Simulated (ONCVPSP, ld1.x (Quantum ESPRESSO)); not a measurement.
Potentials for As compared

Generated with ld1.x 7.5 (TM, RRKJ, ultrasoft, PAW), atompaw 4.2 or ONCVPSP 4.0.1. The cutoff is in Ry: for ld1.x and atompaw files where the sum of valence levels is converged to 10 mRy in a Bessel basis, for ONCV files where the hardest occupied wave has 1 mHa per electron of residual kinetic energy. The error is the largest all-electron minus pseudo excitation energy over each file’s own four to seven test configurations (ionisations up to +4, promotions, holes and added fractions of an electron), all of which were solved. The labels leave out finer settings (local radius, basis sizes, second energies), which also bear on the numbers. Spin-polarised tests are not counted. The rows are a selection from randomly drawn settings: files with unsolved tests, undetermined cutoffs or missed reference levels are left out.

A true bound ghost makes a file unfit for plane-wave use even where its test errors are small: the radial tests pick states by their node count and pass the ghost by.

| potential | cutoff (Ry) | largest error (meV) | bound ghosts |
| --- | --- | --- | --- |
| ONCV, PBE, scalar-relativistic, rc 0.90/1.50/1.30 (spd), local smoothed, core correction yes, reference 3s2 3p6 3d10 4s2 4p3, qcut 14.3/14/14.3, projectors 2/2/2 | 149 | -25 | none |
| ONCV, PBE, scalar-relativistic, rc 1.10/1.00/0.70/0.85 (spdf), local smoothed, core correction yes, reference 3s2 3p6 3d10 4s2 4p2.5, qcut 12.4/14.3/26.6/14.7, projectors 2/2/2/2 | 470 | -2.4 | none |
| ONCV, PBE, scalar-relativistic, rc 0.80/1.10/1.05/0.85 (spdf), local smoothed, core correction no, reference 3s2 3p6 3d10 4s2 4p3, qcut 14.1/14.9/15.2/12.8, projectors 2/3/2/2 | 189 | -5.2 | none |
| ONCV, PW91, scalar-relativistic, rc 1.60/1.60/0.65/1.25 (spdf), local smoothed, core correction no, reference 3d10 4s2 4p3, qcut 3.2/4.1/22.3/9.9, projectors 2/2/2/1 | 434 | +40 | s, p |
| ONCV, revPBE, scalar-relativistic, rc 1.50/1.90/1.25 (spd), local smoothed, core correction no, reference 3d10 4s2 4p1.5, qcut 3.8/4.3/14.4, projectors 3/2/2 | 163 | +35 | s |
| ONCV, PBE, scalar-relativistic, rc 1.30/1.25/0.70 (spd), local smoothed, core correction yes, reference 3p6 3d10 4s1 4p4, qcut 5/13.4/21.6, projectors 2/2/2 | 380 | -288 | s |

(1) Fill in the row for As: ONCV, PBE, fully relativistic, rc 1.40/2.10 (sp), local s, core correction yes, reference 4s2 4p2, qcut 4.9/3.8, projectors 0/3.

(2) Fill in the row for As: PAW, PBEsol, scalar-relativistic, rc 2.00/1.90/0.90 (spd), local smoothed, core correction yes, reference 3d10 4s2 4p3.

## Answers

(1) cutoff 20 Ry, largest error -291 meV, bound ghosts: none.

(2) cutoff 200 Ry, largest error -248 meV, bound ghosts: none.
